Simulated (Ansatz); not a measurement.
This geometry of ClGeH₃ (5 atoms, charge 0, multiplicity 1) is a first-order saddle point.

Computed with RKS r2SCANh-D4/def2-SVP in Ansatz 0.2.0.

```xyz
5
Properties=species:S:1:pos:R:3
Ge 0.299 0.042 -0.470
H 0.547 0.096 1.240
H 1.573 -0.101 0.405
H -0.588 1.209 -0.025
Cl -0.871 -1.792 -0.470
```

Question: Which two structures does it join? (They come from a converged band through this point; their orientation in space is the band's.)

Answer: Bonds broken: Ge1–H2, Ge1–H3. Bonds formed: H2–H3. ClGeH3 becomes ClGeH + H2.

Image 0:

```xyz
5
Properties=species:S:1:pos:R:3
Ge 0.268 0.020 0.190
H 0.239 -0.038 1.717
H 1.699 -0.038 -0.346
H -0.479 1.244 -0.339
Cl -0.767 -1.733 -0.542
```

Image 6:

```xyz
5
Properties=species:S:1:pos:R:3
Ge 0.164 0.109 -0.924
H 0.955 0.153 1.271
H 1.550 -0.104 0.853
H -0.720 1.026 0.036
Cl -0.989 -1.731 -0.557
```

Question: How far does it lie above each of them?

Answer: 2.45 eV above the first and 1.01 eV above the second. This is the barrier of this one path; another mechanism may lie lower. The orbitals stay closed-shell, which can raise the energy where a bond breaks towards radicals; this wasn't checked here.

Time of the run: 3.3 min on 1 thread of Arm Neoverse V1 (shared host), peak memory 0.14 GiB.
